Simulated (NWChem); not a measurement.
System: GaH$_{3}$S; SMILES [SH][GaH2]

The following NWChem deck was run.

```
start job
memory heap 200 mb stack 900 mb global 1100 mb
geometry units angstroms noautosym nocenter noautoz
  Ga    -0.015065    -0.788347     0.000000
  H      1.372392    -1.501657     0.000000
  H     -1.420761    -1.469288     0.000000
  S      0.073655     1.413388     0.000000
  H     -1.265123     1.594664     0.000000
end
basis spherical
  * library cc-pvtz
end
dft
  xc pbe0
  iterations 150
end
property
  efieldgrad
end
task dft property
```

Geometry: optimised at PBE0/def2-SVP.

Vzz is the largest principal value of the second derivative of the potential at the nucleus (NWChem prints the opposite sign); η is the asymmetry. Non-relativistic.

Atoms are numbered as in the input.

### Question
What results follow from this input? (PBE0/cc-pVTZ.) Quantities: Vzz Ga1 (a.u.); η Ga1; Vzz S4 (a.u.); η S4.

### Answer
The vzz Ga1 (a.u.) is 3.030 and the η Ga1 is 0.42. The vzz S4 (a.u.) comes out as 1.488. The η S4 comes out as 0.75.
